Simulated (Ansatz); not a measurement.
`CC1=CC(C)=[O+][Zn-]([Cl])[O]1` → 5 C• + Cl• + 7 H• + 2 O• + Zn (atom)  (atomization)

Isolated molecules relaxed with PBE0-D4/def2-TZVP in Ansatz; ΔE leaves out vibrations. CCSD(T)/CBS is the MP2 limit (def2-TZVPP, def2-QZVPP) plus CCSD(T) − MP2 in def2-TZVPP, frozen cores. This one scheme is used for every species, atoms too. For atomizations the MP2-based limit and the directly extrapolated one differ by several kJ/mol either way, and by 10 to 25 for some Ge, Se and Sn compounds, so smaller differences from it don't rank the levels. DFT in def2-TZVPP. No spin–orbit coupling; open shells (•) take unrestricted orbitals. Spin–orbit coupling would lower the free atoms: a little for C, Cl, O. For Zn outer-core shells are correlated without core-valence functions, so the limit isn't a true one: a few kJ/mol of doubt a bond, and 10 to 20 or more in all where bonds break to atoms. Scalar relativity is left out up to krypton.

`CC1=CC(C)=[O+][Zn-]([Cl])[O]1`:

```xyz
16

C    -0.953    0.709   -2.333
C    -0.242    0.004   -1.221
C    -0.339    0.505    0.080
C     0.267   -0.042    1.215
C     0.065    0.615    2.544
O     0.999   -1.082    1.236
Zn    1.413   -2.108   -0.335
Cl    2.584   -3.852   -0.613
O     0.413   -1.028   -1.571
H    -1.641    0.010   -2.814
H    -0.222    1.007   -3.089
H    -1.501    1.585   -1.991
H    -0.935    1.395    0.222
H    -0.565    1.501    2.482
H    -0.383   -0.105    3.232
H     1.039    0.887    2.957
```

| level | ΔE (kcal/mol) |
| --- | --- |
| LDA (SPW92) | 1852.9 |
| CCSD(T)/def2-SVP | 1525.5 |
| CCSD(T)/def2-TZVPP | 1549.1 |
| HF/CBS(def2) | 1163.4 |

Question: What does CCSD(T)/CBS give? (Best estimate.)

Answer: Computed: +1591.2 kcal/mol. The listed levels differ from it by 261.7, -65.7, -42.1, -427.8 kcal/mol.

Largest T1 diagnostic among the species: 0.017.

From r2SCAN to r2SCAN0 (25 % exact exchange), in def2-TZVPP and without D4, ΔE moves by −30.4 kcal/mol: exact exchange takes away binding that semilocal exchange gives to molecules. The D4 term adds +16.2 kcal/mol with B3LYP and +8.7 kcal/mol with PBE0; it sums over pairs of atoms, weighted by their polarisabilities, and B3LYP, whose exchange is more repulsive, gets the larger term. Leaving LDA and LC-ωPBE aside and taking each functional with its dispersion term where it has one, the values, not all of them listed here, spread over 107.1 kcal/mol, from BHLYP-D4 to PBE-D4. LDA lies +220.7 kcal/mol from PBE without D4, its usual overbinding.

B3LYP here is the variant with VWN-RPA as its local correlation; programs differ in this.
